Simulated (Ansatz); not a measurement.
Consider the ligand exchange at a Ge–C bond: `[CH3][GeH]([F])[F]` + CH₃SH → `C[S][GeH]([F])[F]` + CH₄.

Program: Ansatz. Geometries: PBE0-D4/def2-TZVP. ΔE: electronic, gas phase. CCSD(T)/CBS is the MP2 limit (def2-TZVPP, def2-QZVPP) plus CCSD(T) − MP2 in def2-TZVPP, frozen cores. This one scheme is used for every species. DFT in def2-TZVPP. HSE06 is defined as in plane-wave codes. For Ge outer-core shells are correlated without core-valence functions, which leaves a few kJ/mol of doubt a bond. Scalar relativity is left out up to krypton. Each species was taken in one conformer, which may not be the lowest.

(1) Is it downhill or uphill in electronic energy at CCSD(T)/CBS, and by how much? (Best estimate.)

(2) What do these levels give: r2SCAN-D4, B97M-V, BHLYP-D4, ωB97X-V, ωB97M-V, PBE-QIDH, r2SCANh, r2SCAN0, HSE06, RPA@PBE/def2-TZVPP, CCSD/def2-SVP, CCSD(T)/def2-TZVPP? (Estimate.)

(3) What do rigid-rotor, harmonic-oscillator terms from PBE0-D4/def2-TZVP frequencies (298.15 K, 1 bar) make of the CCSD(T)/CBS value? (An estimate is asked.)

Largest T1 diagnostic among the species: 0.012.

Answers

(1) The calculation gave: Downhill: ΔE = -48.9 kJ/mol.

(2) Computed: r2SCAN-D4 -56.7, B97M-V -57.2, BHLYP-D4 -54.0, ωB97X-V -49.8, ωB97M-V -50.4, PBE-QIDH -50.7, r2SCANh -54.6, r2SCAN0 -53.0, HSE06 -51.2, RPA@PBE/def2-TZVPP -45.1, CCSD/def2-SVP -48.8, CCSD(T)/def2-TZVPP -48.1 kJ/mol.

(3) Computed: ΔZPE = +3.4 kJ/mol, ΔH = -43.1 kJ/mol, ΔS = -20 J/(mol·K), ΔG = -37.2 kJ/mol. Modes under 50 cm⁻¹ make the entropy rough.

From BLYP to BHLYP (50 % exact exchange), in def2-TZVPP and without D4, ΔE moves by +3.5 kJ/mol. Leaving LDA and LC-ωPBE aside and taking each functional with its dispersion term where it has one, the values, not all of them listed here, spread over 8.9 kJ/mol, from revPBE-D4 to CAM-B3LYP-D4.
